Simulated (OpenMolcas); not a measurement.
Ru VII.

```yaml
Program: OpenMolcas
Method: CASSCF
Basis: ANO-RCC-VQZP [8s7p5d3f2g1h]
Scalar_Hamiltonian: DKH2, point nucleus
Active_space: 2 electrons in 10 orbitals (4d 5d)
State_averaging: 2S+1 = 3 even, 10 roots; 2S+1 = 1 even, 15 roots
Spin-orbit_coupling: state interaction with AMFI integrals over the reference wave functions, term energies averaged over their components
```

Levels without dynamic correlation, in cm-1 above 4d2 3F2:

| Level | E |
| --- | --- |
| 4d2 3P0 | 17013 |
| 4d2 1D2 [72 %] | 16039 |
| 4d2 1G4 | 24319 |
| 4d2 1S0 | 55673 |

On this reference, SS-CASPT2, IPEA 0.25 Eh, imaginary shift 0.1 Eh (closed shells correlated: 4s 4p) puts 4d2 3P0 at 14780 cm-1.

Q: Estimate the other levels at that method by one scale factor, and say how well it serves.

A: The factor is 14780 / 17013 = 0.869. Scaled values beside those that SS-CASPT2 gives:
```json
{"Level": "4d2 1D2 [72 %]", "Scaled": "13938", "SS-CASPT2": "13430", "Miss (%)": "+3.8"}
{"Level": "4d2 1G4", "Scaled": "21133", "SS-CASPT2": "21780", "Miss (%)": "-3.0"}
{"Level": "4d2 1S0", "Scaled": "48380", "SS-CASPT2": "49180", "Miss (%)": "-1.6"}
```
For these levels the scaled values miss SS-CASPT2 by up to 3.8 %, as correlation changes each term by its own factor, spin-orbit parts do not scale and CASPT2 has its own spread within terms. This holds within one configuration; levels of others move differently, and the target method has errors of its own against measurement.

CASPT2 breaks the degeneracy within a term, and the mean is taken; among the terms shown or strongly mixed into the levels shown the widest spread is 850 cm-1 (4d2 1G, SS-CASPT2). Active for correlation alone: 5d; no level in the range computed is led by a configuration that fills it, so any true level of that kind is missing. Without dynamic correlation excited terms often stand tens of per cent too high (terms of higher spin than the ground term too low), and those without a measured partner can miss by more than the paired ones (holds for CASSCF). Levels of configurations outside the active space are missing.

A share in square brackets marks a mixed level and gives the weight of the term that names it, the lowest over the columns.
